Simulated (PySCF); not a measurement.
# Spin–spin coupling constants

Geometry (Å), atoms numbered from 1 in this order:
```xyz
8

Li   -0.885    0.863    1.705
H    -1.532    1.694    0.376
Li   -1.111    1.305   -1.222
H    -0.199    0.317   -2.259
Li    0.869   -0.877   -1.706
H     1.553   -1.668   -0.374
Li    1.129   -1.295    1.226
H     0.175   -0.341    2.253
```

Method: B3LYP/pcJ-1//PBE0-D3(BJ)/def2-SVP, PySCF 2.14.0 with density-fitted response routines; isolated molecule, single conformer, non-relativistic. Couplings are averaged over pairs made equivalent by symmetry, fast rotation or ring inversion, so a value needn't be that of the named pair in this geometry, while other rotamers aren't included; one pair stands for each set, and the list holds those of at least 1.5 Hz over up to four bonds.

Isotopes: $^{7}$Li, $^{1}$H.

| pair | bonds | J (Hz) |
| --- | --- | --- |
| Li1, H2 | 1 | ? |
| Li1, Li3 | 2 | 8.8 |
| H2, H4 | 2 | ? |

Estimate the withheld couplings, with signs.

Answers


- $^{1}J$(Li1,H2) = 44.2 Hz (bond length 1.696 Å)
- $^{2}J$(H2,H4) = 9.6 Hz
